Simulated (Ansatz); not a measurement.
Born–Oppenheimer molecular dynamics of BClF₂H₂ (6 atoms, charge 0, multiplicity 1). It starts from a rough guess of a transition structure, not a stationary point.

All numbers below come from UKS PBE0-D4/STO-3G (Ansatz 0.2.0).

```json
{"ensemble": "NVE (velocity Verlet)", "time step": "0.5 fs", "steps asked": "150", "starting velocities drawn for": "1000 K", "seed": "844749"}
```

First frame:

```xyz
6
Properties=species:S:1:pos:R:3
B -0.342 0.197 -0.270
H 1.151 0.452 -0.214
F -0.631 -0.349 -1.423
F -0.969 1.254 0.176
H 0.958 -0.245 0.449
Cl -0.168 -1.310 1.282
```

Question: How far do the bonds stretch over the last three quarters of this one trajectory? (Pairs bonded in most of those frames.)

Answer: 
| bond | mean (Å) | spread (Å) | shortest | longest |
| --- | --- | --- | --- | --- |
| B1–F3 | 1.328 | 0.048 | 1.24 | 1.40 |
| B1–F4 | 1.328 | 0.045 | 1.24 | 1.39 |
| B1–Cl6 | 1.888 | 0.181 | 1.60 | 2.16 |
| H2–H5 | 0.731 | 0.031 | 0.69 | 0.77 |

Mean temperature of the second half: 4500 K. The conserved energy stayed within 0.51 meV per atom of its start (net change -0.35 meV per atom), so the integration is sound. The system heated up, since it started high on the potential surface and ran downhill. A run of 0.075 ps of so small a system gives no equilibrium averages. The orbitals stay closed-shell, which can raise the energy where a bond breaks towards radicals; this wasn't checked here. Limits of this set-up: minimal basis.

The run took 90 s on 1 thread of AMD EPYC 9R45 96-Core Processor (Zen 5), with other jobs on the host, peak memory 0.12 GiB.
